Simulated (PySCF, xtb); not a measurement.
B(F)(vinyl)(OH) (C₂H₄BFO), SMILES OB(C=C)F.

Coordinates come from a PBE0-D3(BJ)/def2-SVP optimisation. One conformer was computed; it need not be the lowest.

These are IEF-PCM-M06-2X/def2-SVP run with PySCF 2.14.0 values and carry that method's errors.

The values are the electrostatic part of the solvation free energy, E(continuum) − E(gas) at the gas-phase geometry, in a cavity of scaled van der Waals radii (PySCF's table); cavitation and dispersion terms are not included. In vacuum the orbital gap is 9.45 eV. The dipole moment in vacuum is 3.08 D.

Computed values in water (ε = 78.36), ethylethanoate (ε = 5.99), acetone (ε = 20.49):
```csv
solvent,ε,ΔG(elec) (kcal/mol),dipole (D),gap (eV)
water,78.36,-6.1,3.81,9.41
ethylethanoate,5.99,-4.6,3.63,9.42
acetone,20.49,-5.7,3.76,9.41
```

For comparison, GFN2-xTB/ALPB(water) (xtb, at the GFN2-xTB geometry, all terms of that model) gives -6.0 kcal/mol.
